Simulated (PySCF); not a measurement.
**Shapes and spin states of [FeN2]-**

Level of theory: PBE0 in PySCF with Fe def2-SVPD, N def2-SVPD; no relativity; density-fitted integrals.

Relaxations began from a few typed shapes and spin states; open shells are unrestricted. The search is not exhaustive: other isomers or separated fragments can lie lower, and high-lying points may rest on an excited occupation.

Which is the lowest minimum found?
A. broken-symmetry Ms = 1/2 (⟨S²⟩ 2.69) C∞v: Fe–N 1.631 Å, Fe–N 1.788 Å; N–Fe–N 180.0°
B. quartet C2v: Fe–N 1.579 Å (×2); N–Fe–N 122.2°
C. broken-symmetry Ms = 1/2 (⟨S²⟩ 2.16) C2v: Fe–N 1.893 Å (×2), N–N 1.193 Å; Fe–N–N 71.6° (×2), N–Fe–N 36.7°
D. broken-symmetry Ms = 1/2 (⟨S²⟩ 2.31) C∞v: Fe–N 1.735 Å, N–N 1.163 Å; Fe–N–N 180.0°
E. broken-symmetry Ms = 3/2 (⟨S²⟩ 4.98) C∞v: Fe–N 1.615 Å, Fe–N 1.811 Å; N–Fe–N 180.0°
F. broken-symmetry Ms = 1/2 (⟨S²⟩ 2.36) D∞h: Fe–N 1.680 Å (×2); N–Fe–N 180.0°
G. quartet (⟨S²⟩ 4.29) C2v: Fe–N 2.033 Å (×2), N–N 1.168 Å; Fe–N–N 73.3° (×2), N–Fe–N 33.4°
H. broken-symmetry Ms = 1/2 (⟨S²⟩ 1.96) C2v: Fe–N 1.599 Å (×2); N–Fe–N 127.2°

G. The others lie at 59.9 (broken-symmetry Ms = 1/2 C∞v), 79.1 (broken-symmetry Ms = 1/2 C2v), 334.3 (quartet C2v), 387.8 (broken-symmetry Ms = 3/2 C∞v, a saddle point), 388.7 (broken-symmetry Ms = 1/2 C2v), 452.2 (broken-symmetry Ms = 1/2 C∞v, a saddle point), 458.7 (broken-symmetry Ms = 1/2 D∞h, a saddle point) kJ/mol above it.

For the lowest minimum: the determinant is spin-contaminated (⟨S²⟩ = 4.29, pure value 3.75). The highest occupied level lies above zero, a sign of self-interaction error or too small a basis; response properties are unreliable. Other spin states or occupations of the open shell can lie lower. The lowest empty level of this anion is unbound, so it and the gap depend on the basis.

The electron or spin density has lower symmetry than the nuclear frame for the broken-symmetry Ms = 1/2 (⟨S²⟩ 2.31) C∞v at 59.9 kJ/mol, broken-symmetry Ms = 1/2 (⟨S²⟩ 2.69) C∞v at 452.2 kJ/mol, broken-symmetry Ms = 1/2 (⟨S²⟩ 2.36) D∞h at 458.7 kJ/mol.
